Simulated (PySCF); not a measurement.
# Relaxation of singlet TiCl₃⁺

Computed with PBE/[Ti def2-SVP, Cl def2-SVP], no relativity, density fitting, PySCF. A (50,194) grid was used.

A hand-made T-shaped start, of C2v symmetry, held to at least that symmetry:

Coordinates in bohr (charge 1 multiplicity 1):
```
Ti    0.0000    0.0000   -1.0651
Cl    0.0000    0.0000    3.2869
Cl    4.3494    0.0000   -0.9132
Cl   -4.3494    0.0000   -0.9132
```

Optimiser trace:
```csv
step,E − E(last) (kJ/mol),largest gradient (Eh/bohr)
0,161.79,0.06866
1,103.95,0.05136
2,50.44,0.03931
3,27.74,0.02338
4,7.33,0.00979
5,1.29,0.00519
6,0.13,0.00206
7,0.01,0.00162
8,0.01,0.00117
9,0.00,0.00004
```

It ends at D3h with Ti–Cl 2.127 Å (×3); Cl–Ti–Cl 120.0° (×3) (after a last refinement on a finer grid). A frequency run shows 1 imaginary mode, down to 103i cm⁻¹, so it is a saddle point. Other isomers or separated fragments may lie lower.
